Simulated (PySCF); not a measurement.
# V: excitation energy

V [Ar] 3d3 4s2 (4F) → V [Ar] 3d3 4s1 5s1 (6F), as a difference of total energies. All numbers are calculated (PySCF 2.14, no relativity, point nucleus, in dyall-av2z (16s12p7d2f, 101 functions)). Correlated levels: valence: [Ar] frozen; virtual orbitals above 40 to 60 times the deepest correlated orbital energy dropped. The calculations carry no spin-orbit coupling.

```
           method  excitation energy (cm⁻¹)
              UHF                     27727
              LDA                     36947
              PBE                     34871
             PBE0                     34146
           r2SCAN                     33414
           B2PLYP                     36646
          LC-wPBE                     33510
           PBEsol                     34821
            HSE06                     34123
    MP2 (valence)                     33884
SCS-MP2 (valence)                     35671
```

The promoted electron is Rydberg-like, and one or two diffuse shells describe it only roughly, which tends to raise the upper state.
